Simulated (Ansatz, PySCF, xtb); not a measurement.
Dimer: NH3 (SMILES N) (first 4 atoms) with HBr (SMILES Br); geometry from B3LYP-D3(BJ)/def2-TZVP, rigid monomers moved along the line of their centres of mass till N1···H6 is 1.49 Å.
(charge 0, multiplicity 1):
```xyz
6

N      0.26345    -0.02255     0.44610
H      1.19578     0.03114     0.05176
H     -0.17631    -0.87701     0.12344
H     -0.27658     0.76685     0.11020
Br     0.39841     0.00987     3.44196
H      0.33031    -0.00650     1.93000
```

Monomers are frozen at their geometry in the pair; levels with a basis set take the counterpoise correction.

Rows in 6-31G* carry no dispersion term and start afresh at each structure (6-31G* with six Cartesian d functions); the Pople sets are all-electron and without relativity.

Run with Ansatz (Gaussian orbitals); PySCF for 6-31G* rows; xtb for the GFN methods. 

Problem. One of these levels gives -497.6 meV for the interaction energy. Which one is it?
A) HF/6-31G*
B) GFN2-xTB
C) B3LYP/def2-TZVPPD
D) GFN-FF

Solution. B, GFN2-xTB. The others give 246.7 (GFN-FF), -221.1 (HF/6-31G*), -379.3 (B3LYP/def2-TZVPPD)

Ansatz is an electronic-structure program.
